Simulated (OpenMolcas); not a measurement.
**Ionisation energies of krypton**

```yaml
Program: OpenMolcas
Basis: ANO-R3 [7s6p5d4f2g1h]
Scalar_Hamiltonian: X2C, finite nucleus
Spin-orbit_coupling: state interaction with AMFI integrals over the reference wave functions, term energies averaged over their components
```

Active shells in each charge state: the valence s, p shells, with orbitals averaged over the low states. Where CASPT2's correlated closed shells are named, they are those of the first ion.

A. CASSCF
B. SS-CASPT2, IPEA 0.25 Eh, imaginary shift 0.1 Eh (closed shells correlated: 3s 3p 3d)

Energies in eV between the lowest computed levels, named as in B; reference values from the NIST Atomic Spectra Database with their kind.

```csv
From,To,A,B,Spin-orbit share in B,Reference
Kr 4s² 4p⁶ ¹S₀,Kr+ 4s² 4p⁵ ²P°_3/2,13.033,13.938,-0.206,14.000 (measured)
Kr+ 4s² 4p⁵ ²P°_3/2,Kr2+ 4s² 4p⁴ ³P₂,23.182,24.226,-0.085,24.360 (measured)
Kr2+ 4s² 4p⁴ ³P₂,Kr3+ 4s² 4p³ ⁴S°_3/2,34.441,35.714,+0.291,35.838 (measured)
Kr3+ 4s² 4p³ ⁴S°_3/2,Kr4+ 4s² 4p² ³P₀,49.838,50.888,-0.549,50.850 (measured)
Kr4+ 4s² 4p² ³P₀,Kr5+ 4s² 4p ²P°_1/2,63.038,64.177,-0.056,64.690 (semi-empirical)
Kr5+ 4s² 4p ²P°_1/2,Kr6+ 4s² ¹S₀,76.961,78.288,+0.605,78.490 (semi-empirical)
Kr6+ 4s² ¹S₀,Kr7+ 4s ²S_1/2,108.181,109.071,+0.000,109.130 (theoretical)
Kr7+ 4s ²S_1/2,Kr8+ 3d¹⁰ ¹S₀,124.665,125.799,+0.000,125.802 (measured)
```

Error against the reference values, in %:

```json
{"From": "Kr", "Reference": "measured", "A": "-6.9", "B": "-0.4"}
{"From": "Kr+", "Reference": "measured", "A": "-4.8", "B": "-0.6"}
{"From": "Kr2+", "Reference": "measured", "A": "-3.9", "B": "-0.3"}
{"From": "Kr3+", "Reference": "measured", "A": "-2.0", "B": "+0.1"}
{"From": "Kr4+", "Reference": "semi-empirical", "A": "-2.6", "B": "-0.8"}
{"From": "Kr5+", "Reference": "semi-empirical", "A": "-1.9", "B": "-0.3"}
{"From": "Kr6+", "Reference": "theoretical", "A": "-0.9", "B": "-0.1"}
{"From": "Kr7+", "Reference": "measured", "A": "-0.9", "B": "0"}
```

Mean absolute error over the 5 measured values: A 1.14 eV, B 0.07 eV. B lies closest.

° marks odd parity.
